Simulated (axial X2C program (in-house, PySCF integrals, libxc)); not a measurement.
## Worked dissociation energy of BrF⁺: BP86, spin-free

All values were computed with an axial X2C code built on PySCF integrals. Spin-free means the one-electron spin-free X2C Hamiltonian. Basis: Br dyall-cv3z [8s9p6d4f1g], F dyall-av3z [7s6p3d2f] (cores contracted in-house); Gaussian nuclei, density fitting, unrestricted open shells. Masses: Br 78.918 u, F 18.998 u.

Molecular state: M_S = 1/2, Λ = 1 (beyond evenly filled blocks: π+α, π+β, π-α).

```
E(Br+) (2M_S = 2, M_L = 0) : -2606.203392 hartree
E(F) (2M_S = 1, M_L = 0)   : -99.857013 hartree
E(BrF⁺) at Re              : -2706.183297 hartree
ωe                         : 747.1 cm⁻¹
ωexe                       : 3.39 cm⁻¹
```

Work out De and D0.

De = -2606.203392 + (-99.857013) − (-2706.183297) = 0.12289 hartree = 3.344 eV. The zero-point energy is ωe/2 − ωexe/4 = 373 cm⁻¹ = 0.046 eV, so D0 = 3.298 eV.

One determinant describes the state; a PBE0 search over occupations chose it and may have missed a lower one. De is counted from the lowest determinant-based energies of the atoms at the same level, without counterpoise correction. The functionals have no current-density term, which raises determinants with orbital currents, atoms included. Spin-free De lacks the spin–orbit lowering of the heavy p-block atom, a tenth of an eV or more for 4p and 5p, up to an eV for 6p and one to two eV for 7p atoms, less what an open-shell molecule gains itself.

Each atomic determinant is the lowest at this level and need not be a pure term. Totals compare only within one Hamiltonian and basis.
